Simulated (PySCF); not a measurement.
C4H6BrF, SMILES F/C=C/CCBr.

Geometry: PBE0-D3(BJ)/def2-SVP. The structure was generated by enumeration; whether it is a known compound was not checked. The values are those of a single conformer.

Method: PBE0-D3(BJ)/def2-SVP in PySCF.

Frequencies are harmonic and unscaled.

| mode | ν (cm⁻¹) | IR (km/mol) | moving atoms (share of kinetic energy) |
|---|---|---|---|
| 1 | 87 | 2.7 | C 53 %, H 24 %, F 15 %, Br 9 % |
| 2 | 122 | 2.0 | C 44 %, F 34 %, Br 13 %, H 9 % |
| 3 | 130 | 1.4 | H 54 %, C 42 % |
| 4 | 226 | 1.0 | C 44 %, Br 33 %, F 15 %, H 9 % |
| 5 | 291 | 0.5 | C 58 %, H 24 %, F 18 % |
| 6 | 358 | 1.1 | C 63 %, F 20 %, H 13 % |
| 7 | 584 | 17.6 | C 62 %, F 24 %, H 8 % |
| 8 | 741 | 9.2 | C 74 %, H 18 % |
| 9 | 748 | 8.5 | H 85 %, C 15 % |
| 10 | 843 | 0.7 | H 58 %, C 41 % |
| 11 | 957 | 45.9 | H 92 % |
| 12 | 960 | 10.3 | C 62 %, H 37 % |
| 13 | 996 | 3.2 | H 65 %, C 35 % |
| 14 | 1120 | 6.1 | C 56 %, H 43 % |
| 15 | 1152 | 0.2 | H 88 %, C 12 % |
| 16 | 1212 | 131.1 | C 52 %, F 31 %, H 17 % |
| 17 | 1235 | 84.1 | H 70 %, C 26 % |
| 18 | 1270 | 16.0 | H 68 %, C 31 % |
| 19 | 1290 | 0.1 | H 88 %, C 12 % |
| 20 | 1345 | 2.4 | H 77 %, C 22 % |
| 21 | 1380 | 3.6 | H 59 %, C 41 % |
| 22 | 1454 | 5.9 | H 92 %, C 8 % |
| 23 | 1466 | 0.8 | H 88 %, C 12 % |
| 24 | 1789 | 53.1 | C 91 % |
| 25 | 3058 | 6.9 | H 94 % |
| 26 | 3102 | 3.8 | H 91 %, C 9 % |
| 27 | 3111 | 8.7 | H 95 % |
| 28 | 3186 | 1.6 | H 90 %, C 10 % |
| 29 | 3198 | 5.5 | H 92 %, C 8 % |
| 30 | 3219 | 9.6 | H 91 %, C 9 % |
